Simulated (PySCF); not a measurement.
Isomers of C3H13NOSi3.

All values: PBE0/pcSseg-1 (PySCF) at GFN2-xTB geometries, gas phase, one conformer each.

**Question.** Rank by the lowest IAO charge on any atom, highest value first.
A. `[CH3:1][NH:2][SiH2:3][O:4]/[C:5]([SiH3:6])=[CH:7]\[SiH3:8]` with C1–N2–Si3–O4 179°, N2–Si3–O4–C5 61°, Si3–O4–C5–Si6 -33°
B. `[NH2:1][Si@@H:2]([SiH3:3])[SiH2:4][CH2:5][CH2:6][CH:7]=[O:8]` with H–N1–Si2–Si3 -172° and 54°, N1–Si2–Si4–C5 -67°, Si2–Si4–C5–C6 45°, Si4–C5–C6–C7 46°, C5–C6–C7–O8 -22°
C. `[CH3:1][O:2][Si@@H:3]1[C@@H:4]([SiH3:5])[SiH2:6][N:7]1[CH3:8]` with C1–O2–Si3–C4 -88°
D. `[CH3:1][N:2]([CH3:3])[C:4](=[O:5])[SiH:6]([SiH3:7])[SiH3:8]` with C1–N2–C4–O5 -1°, N2–C4–Si6–Si7 -168°
E. `[NH2:1][Si@H:2]([SiH3:3])[C:4](=[O:5])[CH2:6][CH2:7][SiH3:8]` with H–N1–Si2–Si3 179° and 42°, N1–Si2–C4–O5 23°, Si2–C4–C6–C7 -154°, C4–C6–C7–Si8 -42°

**Answer.** D (-0.511 e), A (-0.693 e), E (-0.822 e), B (-0.845 e), C (-0.965 e).

**Question.** Rank by HOMO–LUMO gap, highest first.
A. `[NH2:1][Si@@H:2]([SiH3:3])[SiH2:4][CH2:5][CH2:6][CH:7]=[O:8]` with H–N1–Si2–Si3 -172° and 54°, N1–Si2–Si4–C5 -67°, Si2–Si4–C5–C6 45°, Si4–C5–C6–C7 46°, C5–C6–C7–O8 -22°
B. `[CH3:1][C:2](=[O:3])[NH:4][Si:5]([CH3:6])([SiH3:7])[SiH3:8]` with C1–C2–N4–Si5 180°, C2–N4–Si5–C6 180°
C. `[NH2:1][Si@H:2]([SiH3:3])[C:4](=[O:5])[CH2:6][CH2:7][SiH3:8]` with H–N1–Si2–Si3 179° and 42°, N1–Si2–C4–O5 23°, Si2–C4–C6–C7 -154°, C4–C6–C7–Si8 -42°
D. `[CH3:1][N:2]([CH3:3])[C:4](=[O:5])[SiH:6]([SiH3:7])[SiH3:8]` with C1–N2–C4–O5 -1°, N2–C4–Si6–Si7 -168°
E. `[CH3:1][O:2][Si@@H:3]1[C@@H:4]([SiH3:5])[SiH2:6][N:7]1[CH3:8]` with C1–O2–Si3–C4 -88°

**Answer.** B (6.87 eV), E (6.74 eV), D (6.43 eV), A (6.14 eV), C (5.34 eV).

**Question.** Rank by the highest IAO charge on any atom, lowest value first.
A. `[CH3:1][C:2](=[O:3])[NH:4][Si:5]([CH3:6])([SiH3:7])[SiH3:8]` with C1–C2–N4–Si5 180°, C2–N4–Si5–C6 180°
B. `[CH3:1][O:2][Si@@H:3]1[C@@H:4]([SiH3:5])[SiH2:6][N:7]1[CH3:8]` with C1–O2–Si3–C4 -88°
C. `[NH2:1][Si@@H:2]([SiH3:3])[SiH2:4][CH2:5][CH2:6][CH:7]=[O:8]` with H–N1–Si2–Si3 -172° and 54°, N1–Si2–Si4–C5 -67°, Si2–Si4–C5–C6 45°, Si4–C5–C6–C7 46°, C5–C6–C7–O8 -22°
D. `[NH2:1][Si@H:2]([SiH3:3])[C:4](=[O:5])[CH2:6][CH2:7][SiH3:8]` with H–N1–Si2–Si3 179° and 42°, N1–Si2–C4–O5 23°, Si2–C4–C6–C7 -154°, C4–C6–C7–Si8 -42°
E. `[CH3:1][N:2]([CH3:3])[C:4](=[O:5])[SiH:6]([SiH3:7])[SiH3:8]` with C1–N2–C4–O5 -1°, N2–C4–Si6–Si7 -168°
F. `[CH3:1][NH:2][SiH2:3][O:4]/[C:5]([SiH3:6])=[CH:7]\[SiH3:8]` with C1–N2–Si3–O4 179°, N2–Si3–O4–C5 61°, Si3–O4–C5–Si6 -33°

**Answer.** E (+0.343 e), C (+0.468 e), A (+0.617 e), D (+0.705 e), F (+1.115 e), B (+1.216 e).

All values together:

```
                           SMILES  μ (D)  HOMO (eV)  LUMO (eV)  lowest IAO charge (e)  highest IAO charge (e)  lowest Hirshfeld charge (e)  highest Hirshfeld charge (e)
      N[Si@@H]([SiH3])[SiH2]CCC=O   2.77      -7.19      -1.05             -0.845 (N)             +0.468 (Si)                   -0.322 (N)                   +0.217 (Si)
     CC(=O)N[Si](C)([SiH3])[SiH3]   3.97      -7.43      -0.56             -0.706 (C)             +0.617 (Si)                   -0.250 (O)                   +0.260 (Si)
    CN(C)C(=O)[SiH]([SiH3])[SiH3]   3.79      -6.98      -0.55             -0.511 (O)             +0.343 (Si)                   -0.263 (O)                   +0.212 (Si)
     N[Si@H]([SiH3])C(=O)CC[SiH3]   2.76      -6.79      -1.45             -0.822 (N)             +0.705 (Si)                   -0.314 (N)                   +0.302 (Si)
CO[Si@@H]1[C@@H]([SiH3])[SiH2]N1C   1.27      -6.82      -0.08             -0.965 (C)             +1.216 (Si)                   -0.290 (C)                   +0.427 (Si)
     CN[SiH2]O/C([SiH3])=C\[SiH3]   2.49      -7.04      -0.55             -0.693 (N)             +1.115 (Si)                   -0.240 (N)                   +0.423 (Si)
```

Conformers: `[NH2:1][Si@@H:2]([SiH3:3])[SiH2:4][CH2:5][CH2:6][CH:7]=[O:8]` with H–N1–Si2–Si3 -172° and 54°, N1–Si2–Si4–C5 -67°, Si2–Si4–C5–C6 45°, Si4–C5–C6–C7 46°, C5–C6–C7–O8 -22°; `[CH3:1][C:2](=[O:3])[NH:4][Si:5]([CH3:6])([SiH3:7])[SiH3:8]` with C1–C2–N4–Si5 180°, C2–N4–Si5–C6 180°; `[CH3:1][N:2]([CH3:3])[C:4](=[O:5])[SiH:6]([SiH3:7])[SiH3:8]` with C1–N2–C4–O5 -1°, N2–C4–Si6–Si7 -168°; `[NH2:1][Si@H:2]([SiH3:3])[C:4](=[O:5])[CH2:6][CH2:7][SiH3:8]` with H–N1–Si2–Si3 179° and 42°, N1–Si2–C4–O5 23°, Si2–C4–C6–C7 -154°, C4–C6–C7–Si8 -42°; `[CH3:1][O:2][Si@@H:3]1[C@@H:4]([SiH3:5])[SiH2:6][N:7]1[CH3:8]` with C1–O2–Si3–C4 -88°; `[CH3:1][NH:2][SiH2:3][O:4]/[C:5]([SiH3:6])=[CH:7]\[SiH3:8]` with C1–N2–Si3–O4 179°, N2–Si3–O4–C5 61°, Si3–O4–C5–Si6 -33°.
